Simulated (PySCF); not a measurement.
# How methods differ on the ionisation energy of K

K [Ar] 4s1 [4s1/2^1, M_J = 1/2] → K⁺ [Ar], as a difference of total energies. Calculation: PySCF 2.14, in x2c-TZVPall-2c (6s6p3d, 39 functions); the two-component X2C-1e Hamiltonian. Correlated levels: [Ne] frozen. "Screened" scales the spin-orbit matrix elements by Boettger's factors to mimic the two-electron term; Breit and QED terms are absent.

| method | ionisation energy (eV) |
| --- | --- |
| GHF (screened spin-orbit) | 4.023 |
| GMP2 (screened spin-orbit) | 4.256 |

Task: How much does correlation contribute at GMP2 (screened spin-orbit)?

Result: 4.256 − (4.023) = 0.233 eV, measured against GHF (screened spin-orbit).

Errors of the correlated levels include the incompleteness of this basis and the frozen core.

For comparison: 4.341 eV (measured; NIST Atomic Spectra Database, ionization energies).
